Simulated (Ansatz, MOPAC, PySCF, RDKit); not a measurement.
Pair of molecules: HF (SMILES F) (first 2 atoms) with CH2F2 (SMILES FCF); geometry from B3LYP-D3(BJ)/def2-TZVP, rigid monomers moved along the line of their centres of mass till H2···F3 is 3.28 Å.
(charge 0, multiplicity 1):
```
atom    x (Å)    y (Å)    z (Å)
----  -------  -------  -------
F     -0.1266   0.0956  -0.0637
H      0.1928   0.6239   0.6339
F      0.8691   0.9774   3.8200
C      0.5020  -0.1017   4.6042
F     -0.6006   0.2488   5.3042
H      1.3222  -0.3003   5.2932
H      0.2639  -0.9324   3.9405
```

| level | interaction energy (kcal/mol) | minus MP2/CBS(aug-cc-pVDZ, aug-cc-pVTZ) + ΔCCSD(T)/aug-cc-pVDZ | cost |
|---|---|---|---|
| UFF | -0.18 | 0.91 | - |
| PM6 | -0.39 | 0.70 | - |
| PM7 | -0.69 | 0.41 | - |
| HF/STO-3G (no counterpoise) | -0.35 | 0.74 | - |
| HF/6-31G* | -1.02 | 0.07 | - |
| PBE/def2-TZVPPD | -0.99 | 0.11 | ×1 |
| BP86/6-31G* (no counterpoise) | -0.93 | 0.16 | - |
| r2SCAN/def2-TZVPPD | -0.99 | 0.11 | ×2 |
| r2SCAN-D4/def2-TZVPPD | -1.06 | 0.04 | ×2 |
| B3LYP/def2-TZVPPD | -0.89 | 0.21 | ×2 |
| B3LYP-D3(BJ)/def2-TZVPPD | -1.07 | 0.03 | ×2 |
| SCS-MP2/aug-cc-pVDZ | -1.02 | 0.08 | - |
| SCS-MP2/aug-cc-pVTZ | -1.05 | 0.05 | - |
| MP2/CBS(aug-cc-pVDZ, aug-cc-pVTZ) + ΔCCSD(T)/aug-cc-pVDZ | -1.10 | 0.00 | ×10 |

 The comparison column counts from a level with limits of its own.

The rows run from -1.10 (MP2/CBS(aug-cc-pVDZ, aug-cc-pVTZ) + ΔCCSD(T)/aug-cc-pVDZ) to -0.18 kcal/mol (UFF). The dispersion term adds -0.07 in r2SCAN-D4, -0.18 in B3LYP-D3(BJ). The 3 functionals in def2-TZVPPD without D3 or D4 span 0.10, from r2SCAN to B3LYP.

Counterpoise-corrected where a basis set is named; no monomer relaxation. Rows marked so take none. RDKit's UFF carries no charges.

Frozen-core correlation. CBS(a, b) extrapolates the correlation energy as X⁻³ and adds the Hartree–Fock energy of set b. Rows in 6-31G*, STO-3G carry no dispersion term and start afresh at each structure (6-31G* with six Cartesian d functions). The state reached by PM6, PM7 isn't checked; PM7 holds dispersion and hydrogen-bond terms.

Run with Ansatz (an electronic-structure program) with Gaussian orbitals; MOPAC for PM6, PM7 (differences of heats of formation); PySCF for 6-31G* rows, STO-3G rows, the dispersion terms; RDKit for the force fields. 

Costs are rough ratios of core time to PBE/def2-TZVPPD (about 2.4 s over the structures, on one shared machine); a dash marks a level with no comparable run of its own.
